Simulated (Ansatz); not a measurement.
Consider the formal exchange of groups at a C–Si bond: `NCC[SiH2]N` + `C=O` → `NCCC=O` + `N[SiH3]`.

Isolated molecules relaxed with PBE0-D4/def2-TZVP in Ansatz; ΔE leaves out vibrations. CCSD(T)/CBS adds triple-zeta CCSD(T) − MP2 to the extrapolated MP2 energy (def2 sets, frozen cores). This one scheme is used for every species. Functionals use def2-TZVPP. B3LYP here is the variant with VWN-RPA as its local correlation; programs differ in this. One conformer a species, not always the lowest.

Is it downhill or uphill in electronic energy at CCSD(T)/CBS, and by how much? (An estimate is asked.)

Computed: Uphill: ΔE = +4.8 kJ/mol.

What do these levels give: B3LYP-D4, r2SCAN, B3LYP, HF/def2-TZVPP, MP2/def2-QZVPP, SCS-MP2/def2-QZVPP? (An estimate is asked.)

The calculation gave: B3LYP-D4 2.2, r2SCAN -1.2, B3LYP -3.4, HF/def2-TZVPP -7.9, MP2/def2-QZVPP 5.8, SCS-MP2/def2-QZVPP 3.6 kJ/mol.

Largest T1 diagnostic among the species: 0.015.

In def2-TZVPP, CCSD(T) changes the Hartree–Fock value by +11.1 kJ/mol (the triples alone add +0.9 kJ/mol) and MP2 by +12.8 kJ/mol. The D4 term adds +5.5 kJ/mol with B3LYP and +3.3 kJ/mol with PBE0; it sums over pairs of atoms, weighted by their polarisabilities, and B3LYP, whose exchange is more repulsive, gets the larger term.
